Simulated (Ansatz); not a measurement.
Computed with Ansatz on PBE0-D4/def2-TZVP structures; ΔE is electronic, products minus reactants. CCSD(T)/CBS adds triple-zeta CCSD(T) − MP2 to the extrapolated MP2 energy (def2 sets, frozen cores). This one scheme is used for every species. DFT in def2-TZVPP. B3LYP here is the variant with VWN-RPA as its local correlation; programs differ in this. For Br, Ga outer-core shells are correlated without core-valence functions, which leaves a few kJ/mol of doubt a bond. Scalar relativity is left out up to krypton.

`[F][Ga]([Cl])[Cl]` + HBr → `[F][Ga]([Cl])[Br]` + HCl  (ligand exchange at a Ga–Cl bond)

`[F][Ga]([Cl])[Cl]`:

Z-matrix (Å, degrees):
```
Ga
F 1 1.733
Cl 1 2.104 2 118.3
Cl 1 2.104 2 118.3 3 180.0
```

HBr:

```xyz
2

Br    0.378    0.134   -0.586
H    -0.378   -0.134    0.586
```

`[F][Ga]([Cl])[Br]`:

```xyz
4

F    -0.448   -0.697   -1.614
Ga   -0.002   -0.017   -0.081
Cl    1.572    1.384   -0.058
Br   -1.122   -0.670    1.753
```

HCl:

Z-matrix (Å, degrees):
```
Cl
H 1 1.279
```

```tsv
level	ΔE (eV)
revPBE-D4	-0.13
B3LYP-D4	-0.13
revPBE	-0.12
HF/CBS(def2)	-0.11
```

Question: What does CCSD(T)/CBS give? (Best estimate.)

Answer: The calculation gave: -0.14 eV. The listed levels differ from it by 0.01, 0.01, 0.02, 0.03 eV.

Largest T1 diagnostic among the species: 0.012.

Leaving LDA and LC-ωPBE aside and taking each functional with its dispersion term where it has one, the values, not all of them listed here, spread over 0.05 eV, from BHLYP-D4 to B97M-V. At CCSD(T), def2-SVP lies +0.08 eV from the extrapolated value and def2-TZVPP +0.01 eV.
